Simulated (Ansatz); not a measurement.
A structure relaxed at PBE-D4/def2-TZVP in Ansatz, charge 0, singlet:

```xyz
4

Na   -0.7636    0.9539    0.7348
F    -1.2443   -0.3701   -0.8126
Na    0.7637   -0.9538   -0.7350
F     1.2443    0.3699    0.8128
```

Give its formula, name or SMILES and point group.

(NaF)2 ring (Na2F2). Point group D2h (tolerance 0.1 Å).

Summarise the bond lengths by kind (pairs closer than 1.2 times the sum of covalent radii, bridged metal pairs left out).

4 × F–Na 2.09 Å.
